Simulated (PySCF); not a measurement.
**GeB: a base run and its variants**

Base input, run as `OMP_NUM_THREADS=1 python input.py` with PySCF 2.14:

```python
from pyscf import gto, scf, cc

mol = gto.M(
    atom='Ge 0 0 0; B 0 0 1.778',
    basis='def2-svp',
    charge=0,
    spin=3,
    verbose=4,
)
mf = scf.UHF(mol)
mf.kernel()
mycc = cc.CCSD(mf, frozen=10)
mycc.kernel()
e = mycc.eeccsd(nroots=4)[0]
print('roots (eV) =', (e*27.211386).round(3))
mf.dip_moment()
print('orbital energies (hartree):', [e[max(0, n-3):n+3].round(4) for e, n in zip(mf.mo_energy, mol.nelec)])
```

Base result: E(SCF) = -2099.623512 Eh, 13 cycles, E(CCSD) − E(SCF) = -0.24947 Eh, ⟨S²⟩ = 3.755, μz(SCF) = -0.05 D, excitation roots 0.003, 0.962, 0.970, 0.970 eV. The bond length is a typed value, not an optimised one. Spin-unrestricted EOM-EE roots include spin flips and other components of the reference, which can be negative or near zero. No search for the lowest solution was made.

Hardware: Intel Xeon Platinum 8259CL @ 2.50GHz, 1 thread, shared host. Wall time 12 s, peak memory 0.2 GiB.

Each row names what differs from the base; energies in brackets are changes from the base.

```tsv
change	result	wall time (s)
geometry: bond 1.778 → bond 0.5 [unsound on purpose]	E(SCF) = -2084.604074 Eh, 15 cycles, E(CCSD) − E(SCF) = -0.23957 Eh, ⟨S²⟩ = 3.759, μz(SCF) = 1.48 D, excitation roots -9.388, -7.405, -4.410, 0.007 eV	14
PCM solvent, dielectric constant: none → 20.5; step after the SCF: eomee → analyze	E(SCF) = -2099.624653 Eh (-0.0311 eV), 13 cycles, ⟨S²⟩ = 3.755, μz(SCF) = -0.16 D	4.3
second-order solver: off → on	E(SCF) = -2099.623512 Eh (+0.0000 eV), 4 cycles, E(CCSD) − E(SCF) = -0.24947 Eh, ⟨S²⟩ = 3.755, μz(SCF) = -0.05 D, excitation roots 0.003, 0.962, 0.970, 0.970 eV	12
PCM solvent, dielectric constant: none → 2.27; step after the SCF: eomee → analyze	E(SCF) = -2099.624152 Eh (-0.0174 eV), 13 cycles, ⟨S²⟩ = 3.755, μz(SCF) = -0.10 D	4.2
geometry: bond 1.778 → bond 3.556	E(SCF) = -2099.564976 Eh (+1.5928 eV), E(CCSD) − E(SCF) = -0.23632 Eh, ⟨S²⟩ = 3.765, μz(SCF) = 0.86 D, excitation roots 0.273, 0.273, 0.541, 0.541 eV	9
step after the SCF: eomee → stability	E(SCF) = -2099.623512 Eh (+0.0000 eV), 13 cycles, ⟨S²⟩ = 3.755, μz(SCF) = -0.05 D, internal stable; real -> complex stable; UHF/UKS -> GHF/GKS stable	2.3
step after the SCF: eomee → cisd	E(SCF) = -2099.623512 Eh (+0.0000 eV), 13 cycles, E(CISD) − E(SCF) = -0.22912 Eh, ⟨S²⟩ = 3.755, μz(SCF) = -0.05 D	2.2
spin (2S): 3 → 39 [unsound on purpose]	stops with AssertionError	0.77
spin-free X2C: off → on [basis contracted without relativity]	E(SCF) = -2116.766617 Eh, 13 cycles, E(CCSD) − E(SCF) = -0.24980 Eh, ⟨S²⟩ = 3.755, μz(SCF) = -0.12 D, excitation roots 0.002, 0.962, 0.970, 0.970 eV	12
Cartesian functions: off → on	E(SCF) = -2099.630831 Eh (-0.1992 eV), 13 cycles, E(CCSD) − E(SCF) = -0.25537 Eh, ⟨S²⟩ = 3.755, μz(SCF) = -0.10 D, excitation roots 0.003, 0.956, 0.969, 0.969 eV	17
spin (2S): 3 → 7 [a high spin state]	E(SCF) = -2099.241633 Eh (+10.3914 eV), 9 cycles, E(CCSD) − E(SCF) = -0.16126 Eh, ⟨S²⟩ = 15.752, μz(SCF) = -2.37 D, excitation roots -8.989, -8.989, -5.299, -4.871 eV	9.3
step after the SCF: eomee → mp2	E(SCF) = -2099.623512 Eh (+0.0000 eV), 13 cycles, E(MP2) − E(SCF) = -0.23417 Eh, ⟨S²⟩ = 3.755, μz(SCF) = -0.05 D	1.3
electric field along z (a.u.): none → -0.01	E(SCF) = -2099.626998 Eh (-0.0949 eV), 13 cycles, E(CCSD) − E(SCF) = -0.25130 Eh, ⟨S²⟩ = 3.754, μz(SCF) = -1.72 D, excitation roots 0.002, 0.680, 0.680, 0.996 eV	12
```

**Question.** Order these changes by how far they move the SCF energy from the base, largest first: (1) Cartesian functions: off → on; (2) PCM solvent, dielectric constant: none → 20.5; step after the SCF: eomee → analyze; (3) electric field along z (a.u.): none → -0.01; (4) geometry: bond 1.778 → bond 3.556.

**Answer.** (4) +1.5928 eV, (1) -0.1992 eV, (3) -0.0949 eV, (2) -0.0311 eV.
